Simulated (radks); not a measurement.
Results of a calculation; reference values are marked as such.
Problem. Ce IV, configuration [Xe] 4f1. Level of theory: Dirac Kohn-Sham, PBE, spin-unpolarised, spherical densities, finite nucleus; open shells fill j = l - 1/2 first; Fermi nuclear charge, rms radius 4.8771 fm (a radial shooting solver on a logarithmic mesh with Libxc functionals).

Spin-orbit splittings of the eigenvalues, e(l+1/2) - e(l-1/2), with zeta = 2 splitting/(2l+1) and mean radii in bohr:

| shell | occ. | splitting (eV) | zeta (eV) | <r> j=l-1/2 | <r> j=l+1/2 |
|---|---|---|---|---|---|
| 2p | 6 | 446.6 | 297.7 | 0.08795 | 0.09415 |
| 3p | 6 | 87.77 | 58.51 | 0.2681 | 0.2802 |
| 3d | 10 | 18.85 | 7.539 | 0.2513 | 0.2551 |
| 4p | 6 | 18.85 | 12.57 | 0.6561 | 0.6833 |
| 4d | 10 | 3.304 | 1.321 | 0.7386 | 0.7482 |
| 4f | 1 | 0.3423 | 0.09780 | 1.056 | 1.065 |
| 5p | 6 | 2.883 | 1.922 | 1.667 | 1.738 |
| 5d | 0 | ? | ? | 2.325 | 2.354 |

Estimate the 5d splitting.

Solution. 0.3167 eV (zeta = 0.1267 eV).
